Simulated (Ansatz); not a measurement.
The cluster Al₂N₂, relaxed as a singlet with RKS PBE0-D4/def2-TZVP in Ansatz, starting from the GFN2-xTB geometry. Force threshold 0.02 eV/Å.

The restricted singlet is unstable towards broken spin symmetry in Hartree–Fock (as tested in another run); at PBE0-D4/def2-TZVP this wasn't settled. Another isomer (singlet) lies 0.85 eV lower at PBE0-D4/def2-TZVP; other spin states weren't run for this one.

Start:

```tsv
atom	x (Å)	y (Å)	z (Å)
Al1	-2.097	0.590	0.791
Al2	2.123	-0.882	-0.302
N3	-0.583	0.348	-0.099
N4	0.557	-0.056	-0.390
```

```tsv
step	energy (eV)	largest force component (eV/Å)	SCF passes
1	-16163.2931	4.307	25
2	-16163.4433	1.856	25
3	-16163.5109	0.136	26
4	-16163.5171	0.171	26
5	-16163.5506	0.072	24
6	-16163.5522	0.005	21
```

Force components are those of the run's own axes.

End:

Cartesian coordinates in Å:
```
Al -2.247 0.777 0.595
Al 2.248 -0.793 -0.568
N -0.543 0.197 0.127
N 0.542 -0.181 -0.154
```

By distances, no bond broke or formed. The bond that changes most is Al2–N4, from 1.77 to 1.86 Å (atoms count from 1).

No frequencies were taken in this run, so the end may be a saddle point.

Hardware: 4 threads of INTEL XEON PLATINUM 8581C on a shared host. Wall time 3.5 s.
